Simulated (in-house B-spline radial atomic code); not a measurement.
Ionisation energies along the 11-electron series, configuration [Ne] 3s1, as differences of self-consistent energies. Dirac energy differences include first-order Breit, QED and recoil terms. NIST's values go from ground level to ground level; the uncertainty of those that are theory runs from under 0.1 % in few-electron ions to several per cent in heavy many-electron ones. Computed with a B-spline radial code for spherical atoms: Dirac-Hartree-Fock, average of the configuration, finite nuclei.

```csv
ion,configuration after,ionisation energy (eV),IE/(q+1)² (eV),-ε less Coulomb ΔSCF (eV),Breit and QED recoil part (eV),tabulated value (eV),tabulated kind,computed minus tabulated (eV)
Mg+,[He] 2s2 2p6,14.7,3.6854,0.01213,-0.0023814,15.03527,measured,-0.3
Al2+,[He] 2s2 2p6,28.1,3.1203,0.019241,-0.0050492,28.44764,measured,-0.4
Si3+,[He] 2s2 2p6,44.7,2.7953,0.025236,-0.0088891,45.14179,measured,-0.4
P4+,[He] 2s2 2p6,64.6,2.5828,0.030288,-0.013969,65.02511,measured,-0.5
S5+,[He] 2s2 2p6,87.6,2.4323,0.034589,-0.020586,88.0529,measured,-0.5
Cl6+,[He] 2s2 2p6,113.7,2.3201,0.038297,-0.028768,114.2013,measured,-0.5
Ar7+,[He] 2s2 2p6,142.9,2.2331,0.041532,-0.038678,143.4567,semi-empirical,-0.5
K8+,[He] 2s2 2p6,175.3,2.1637,0.044386,-0.050898,175.8174,semi-empirical,-0.6
Ca9+,[He] 2s2 2p6,210.7,2.107,0.046931,-0.06525,211.275,semi-empirical,-0.6
Sc10+,[He] 2s2 2p6,249.2,2.0599,0.049222,-0.081752,249.798,semi-empirical,-0.6
Ti11+,[He] 2s2 2p6,290.9,2.0201,0.051302,-0.10098,291.5,semi-empirical,-0.6
V12+,[He] 2s2 2p6,335.7,1.9861,0.053205,-0.12302,336.274,semi-empirical,-0.6
Cr13+,[He] 2s2 2p6,383.5,1.9568,0.054961,-0.1482,384.163,semi-empirical,-0.6
Mn14+,[He] 2s2 2p6,434.5,1.9312,0.05659,-0.17648,435.172,semi-empirical,-0.6
Fe15+,[He] 2s2 2p6,?,?,?,?,?,semi-empirical,?
Co16+,[He] 2s2 2p6,?,?,?,?,?,semi-empirical,?
Ni17+,[He] 2s2 2p6,?,?,?,?,?,semi-empirical,?
Cu18+,[He] 2s2 2p6,669.9,1.8557,0.062184,-0.32648,670.608,semi-empirical,-0.7
Zn19+,[He] 2s2 2p6,736.7,1.8417,0.063412,-0.37434,737.366,semi-empirical,-0.7
Ga20+,[He] 2s2 2p6,806.6,1.829,0.064591,-0.42642,807.308,semi-empirical,-0.7
Ge21+,[He] 2s2 2p6,879.7,1.8176,0.065727,-0.48331,880.44,semi-empirical,-0.7
As22+,[He] 2s2 2p6,956.1,1.8073,0.066827,-0.54559,956.79,semi-empirical,-0.7
```

**Question.** Fill in the row of Fe15+.

**Answer.** ionisation energy (eV): 488.7; IE/(q+1)² (eV): 1.9088; -ε less Coulomb ΔSCF (eV): 0.058113; Breit and QED recoil part (eV): -0.20834; tabulated value (eV): 489.312; computed minus tabulated (eV): -0.7.

**Question.** Fill in the row of Co16+.

**Answer.** ionisation energy (eV): 545.9; IE/(q+1)² (eV): 1.889; -ε less Coulomb ΔSCF (eV): 0.059544; Breit and QED recoil part (eV): -0.24371; tabulated value (eV): 546.588; computed minus tabulated (eV): -0.7.

**Question.** Fill in the row of Ni17+.

**Answer.** ionisation energy (eV): 606.3; IE/(q+1)² (eV): 1.8714; -ε less Coulomb ΔSCF (eV): 0.060898; Breit and QED recoil part (eV): -0.2833; tabulated value (eV): 607.02; computed minus tabulated (eV): -0.7.

**Question.** How far is this level of theory from the measured and semi-empirical values?

**Answer.** Over those 22 rows the differences run from -0.72 to -0.294 eV (mean absolute value 0.58 eV). The calculation leaves out correlation and, in open shells, the multiplet splittings that an average leaves out.
